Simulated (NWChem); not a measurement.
Everything below was run with NWChem. System: F4Ge, charge 0, spin multiplicity 1, at a geometry optimised with PBE0/def2-SVP. The structure started from a generated list of species. Level: MP2/def2-TZVP, 13 core orbitals frozen.

The NWChem input:

```
start mol
memory heap 200 mb stack 900 mb global 1100 mb
geometry units angstroms nocenter noautoz
  F      0.000000     1.386484    -0.980388
  Ge     0.000000     0.000000     0.000000
  F      0.000000    -1.386484    -0.980388
  F      1.386484     0.000000     0.980387
  F     -1.386484     0.000000     0.980387
  symmetry group C2v
end
basis spherical
  * library def2-tzvp
end
scf
  rhf
  nopen 0
  maxiter 100
  thresh 1e-7
  semidirect memsize 60000000 filesize 0
end
mp2
  freeze core 13
end
task mp2 energy
```

Output (cleaned and shortened):

```
             Northwest Computational Chemistry Package (NWChem) 7.3.0
             --------------------------------------------------------

                                NWChem Input Module
                                -------------------

 Scaling coordinates for geometry "geometry" by  1.889725989
 (inverse scale =  0.529177249)

 Turning off AUTOSYM since
 SYMMETRY directive was detected!

                             Geometry "geometry" -> ""
                             -------------------------

 Output coordinates in angstroms (scale by  1.889725989 to convert to a.u.)

  No.       Tag          Charge          X              Y              Z
 ---- ---------------- ---------- -------------- -------------- --------------
    1 F                    9.0000     0.00000000     1.38648400    -0.98038800
    2 Ge                  32.0000     0.00000000     0.00000000     0.00000000
    3 F                    9.0000     0.00000000    -1.38648400    -0.98038800
    4 F                    9.0000     1.38648400     0.00000000     0.98038700
    5 F                    9.0000    -1.38648400     0.00000000     0.98038700

 Effective nuclear repulsion energy (a.u.)     451.7450977367

            Nuclear Dipole moment (a.u.)
            ----------------------------
        X                 Y               Z
 ---------------- ---------------- ----------------
     0.0000000000     0.0000000000    -0.0000340151

      Symmetry information
      --------------------

 Group name             C2v
 Group number             16
 Group order               4
 No. of unique centers     3

      Symmetry unique atoms

     1    2    4


 Summary of "ao basis" -> "" (spherical)
 ------------------------------------------------------------------------------
       Tag                 Description            Shells   Functions and Types
 ---------------- ------------------------------  ------  ---------------------
 *                         def2-tzvp                  on all atoms

 Summary of "ao basis" -> "ao basis" (spherical)
 ------------------------------------------------------------------------------
[...]
  Active beta occupied  =     21
  Active alpha virtual  =    138
  Active beta virtual   =    138
  Use MO symmetry       = T
  Use skeleton AO sym   = T

  AO/Fock/Back tols     =   1.0D-09  1.0D-09  1.0D-09

 GA uses MA = F    GA memory limited = T

 Available:
  local mem=  1.26D+08
 global mem=  1.44D+08
 local disk=  0.00D+00
  mp2_memr nvloc                   138
  nvloc new                   138
   1 passes of  21:        5242880                     205193                 133009673.
   1 passes of  21: M    126146695           G      144120032           F     120903815.
  mp2_memr nvloc                   138
  nvloc new                   138
   2 passes of  11:        5242880                     136221                  69695825.
   2 passes of  11: M    126146695           G      144120032           F     120903815.

 Semi-direct pass number   1 of   2  for RHF alpha+beta  at        8.9s
  vrange nnbf                 13494
  mp2_eaftype                   265  avail_ma_in_mb                  1099
 EAF : mp2_eaftype filesize         265   34847912.
  mp2_eaf for mointskh                    265
Node 0 wrote    163.9 Mb in      0.1 s     Agg I/O rate:  2730.9 Mb/s
 Done moints_semi at       30.8s
  mp2_eaftype                   265  avail_ma_in_mb                   834
 EAF : mp2_eaftype filesize         265   34847912.
  mp2_eaf for kh                   265
 Done maket at       31.8s
 Semi-direct pass number   2 of   2  for RHF alpha+beta  at       31.8s
  vrange nnbf                 13494
  mp2_eaftype                   265  avail_ma_in_mb                   834
 EAF : mp2_eaftype filesize         265   34847912.
  mp2_eaf for mointskh                    265
Node 0 wrote    149.0 Mb in      0.1 s     Agg I/O rate:  2642.7 Mb/s
 Done moints_semi at       56.5s
  mp2_eaftype                   265  avail_ma_in_mb                   834
 EAF : mp2_eaftype filesize         265   34847912.
  mp2_eaf for kh                   265
 Done maket at       57.4s
 Done multipass loop at       57.4s

          -------------------------------------------
          SCF energy               -2473.468843465953
          Correlation energy          -1.239632275448
          Singlet pairs               -0.726434392244
          Triplet pairs               -0.513197883204
          Total MP2 energy         -2474.708475741401
          -------------------------------------------

          ---------------------------------------------------
                    Spin Component Scaled (SCS) MP2
          Same spin pairs                     -0.342131922136
          Same spin scaling factor             0.333333333333
          Opposite spin pairs                 -0.897500353312
          Opposite spin scaling fact.          1.200000000000
          SCS-MP2 correlation energy          -1.191044398020
          Total SCS-MP2 energy             -2474.659887863973
          ---------------------------------------------------

 -----------------------
 Performance information
 -----------------------

 Timer overhead =  2.39D-07 seconds/call

               Nr. of calls         CPU time (s)                 Wall time (s)                GFlops
             ---------------    -------------------     ------------------------------   -------------------
Name         Min   Avg   Max    Min     Avg     Max     Min     Avg     Max   Mx/calls   Min     Max     Sum
mp2: moin     2     2     2    47.     47.     47.      47.     47.     47.     23.      0.0     0.0     0.0
mp2: make     2     2     2    1.8     1.8     1.8      1.8     1.8     1.8    0.92      0.0     0.0     0.0
mp2: tota     1     1     1    49.     49.     49.      49.     49.     49.     49.      0.0     0.0     0.0

 The average no. of pstat calls per process was 5.00D+00
 with a timing overhead of 1.20D-06s

 Task  times  cpu:       57.3s     wall:       57.3s

 Total times  cpu:       57.4s     wall:       57.4s
```
